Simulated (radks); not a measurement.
Initial-state core-level shifts of neutral chlorine when its valence configuration changes from [Ne] 3s2 3p5. All-electron calculation, Dirac Kohn-Sham, PBE, spin-unpolarised, spherical densities, point nucleus; open shells fill j = l - 1/2 first. Program: a radial shooting solver on a logarithmic mesh with Libxc functionals. Shifts are changes of the shell-averaged eigenvalues in eV (positive: less bound).

valence	1s	2s	2p
3s1 3p6	-1.404	-1.380	-1.363
3s1.5 3p5.5	-0.712	-0.699	-0.690
